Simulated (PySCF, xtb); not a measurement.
ClH₂Si, SMILES Cl[SiH2] (connectivity only; charge and spin as stated), charge +1, multiplicity 1.

GFN2-xTB (xtb 6.7.1) at its own geometry gives an orbital gap of 3.99 eV.

Geometry optimised at B3LYP-D3(BJ)/def2-TZVP. The spin state was assumed, not searched. The isomer is the one that the SMILES or the coordinates give; other isomers of the formula were not compared.

**Question.** What does ωB97X/def2-TZVPD (PySCF) give? (The exact figures need the calculation; the answer reports its results.)

**Answer.** gap 11.09 eV (levels -18.39 and -7.30 eV).
